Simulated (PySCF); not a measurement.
## Shifts of the heteroatoms

Structure with atom numbers: `[NH2:1][SiH:2]([NH2:3])[CH:4]1[CH2:5][SiH2:6][CH2:7]1` (H(Xn): hydrogen on atom n). Ha(C5), Ha(Si6), Ha(C7) are cis to Si2 on the ring; Hb(C5), Hb(Si6), Hb(C7) are trans to Si2 on the ring.

[PySCF: geometry: GFN2-xTB; shieldings: GIAO PBE0/pcSseg-1; fast rotation and ring inversion assumed for equivalent nuclei; single conformer; gas phase; no relativistic terms]

**Question.** What are the 29Si shifts?

**Answer.** 
```
atoms                                       environment  σ (ppm)  δ (ppm)
  Si2                       silicon bonded to C, 2 N, H    364.6    -19.7
  Si6  silicon bonded to 2 C, 2 H, in a 4-membered ring    374.7    -28.0
```

Shieldings were converted by a linear fit to measured shifts: 29Si (scatter 8.9 ppm rms, 25.8 ppm with the 6 outliers that the fit left out vs TMS, solution or neat liquid). A few per cent of atoms miss by over 2 rms, more outside the fitted compound classes.

On a 500 MHz spectrometer 29Si resonates near 99.3 MHz, so 1 ppm is 99.3 Hz.

**Question.** Predict the 15N NMR data.

**Answer.** 
```csv
atoms,environment,σ (ppm),δ (ppm)
N1/N3,"nitrogen bonded to Si, 2 H",252.5,-380.7
```

Shieldings were converted by a linear fit to measured shifts: 15N: δ = -148.07 − 0.921σ (rms 6.3 ppm, 71 shifts vs CH3NO2, solution or neat liquid). A few per cent of atoms miss by over 2 rms, more outside the fitted compound classes.

On a 600 MHz spectrometer 15N resonates near 60.8 MHz, so 1 ppm is 60.8 Hz.
